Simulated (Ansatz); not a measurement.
CH$_{2}$FNO$_{2}$Si, SMILES `O=C1N[Si]1(O)F`, 8 atoms. Total charge 0; spin multiplicity 1. All runs use 4 threads of a server CPU on a shared host. Correlated methods freeze the cores.

(1) How many basis functions does each run have, and how long does it take in Ansatz? RKS PBE0-D4/def2-TZVP relaxation (10 steps); RKS CAM-B3LYP-D4/def2-TZVPP energy; direct RPA on PBE orbitals/def2-TZVPP energy; RKS r2SCAN-D4/def2-TZVPP energy and forces; RKS HSE06 (plane-wave form)-D4/def2-TZVPP energy; RKS PBE0-D4/def2-SVP energy; RHF-MP2/def2-QZVPP energy; RKS PBE0-D4/def2-TZVP frequencies; RHF-CCSD(T)/def2-TZVPP energy; RHF-CCSD(T)/def2-SVP energy; RKS PBE0-D4/def2-QZVPP energy; RKS ωB97M-V/def2-SVP energy. (An estimate is asked.)

## Answers

(1) The calculation gave: Other jobs shared the machine, so times are rough.

```csv
level,job,functions,wall time,peak host memory (GiB)
RKS PBE0-D4/def2-SVP,energy,98,1.3 s,0.19
RKS HSE06 (plane-wave form)-D4/def2-TZVPP,energy,225,4 s,0.55
RKS CAM-B3LYP-D4/def2-TZVPP,energy,225,4.3 s,0.57
RKS ωB97M-V/def2-SVP,energy,98,4.3 s,0.28
RKS r2SCAN-D4/def2-TZVPP,energy and forces,225,4.6 s,0.3
RHF-CCSD(T)/def2-SVP,energy,98,6.5 s,0.43
direct RPA on PBE orbitals/def2-TZVPP,energy,225,7 s,0.55
RKS PBE0-D4/def2-QZVPP,energy,415,9.5 s,1.3
RHF-MP2/def2-QZVPP,energy,415,24 s,2.1
RKS PBE0-D4/def2-TZVP,relaxation (10 steps),204,48 s,0.52
RHF-CCSD(T)/def2-TZVPP,energy,225,110 s,4
RKS PBE0-D4/def2-TZVP,frequencies,204,2.5 min,0.51
```
